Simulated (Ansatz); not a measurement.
Ansatz results at the PBE0-D4/def2-TZVP geometry: ideal-gas entropy at 298 K and 1 bar (rigid rotor, harmonic PBE0-D4/def2-TZVP) 308 J/(mol·K); HOMO–LUMO gap (PBE0/def2-TZVPP) 8.44 eV; size of the dipole moment (ωB97M-V/def2-TZVPP) 1.17 D.

Each molecule was computed in one conformer, which needn't be the lowest.

Problem. Which molecule gave them?
A. `FC1=COC1`
B. `C=C=C(O)F`
C. `[BH2][AlH][O]C`
D. `OCC#CF`

Solution. D. The others give `FC1=COC1`: 283, 7.12, 0.41; `[BH2][AlH][O]C`: 345, 4.86, 1.23; `C=C=C(O)F`: 304, 6.07, 2.62.
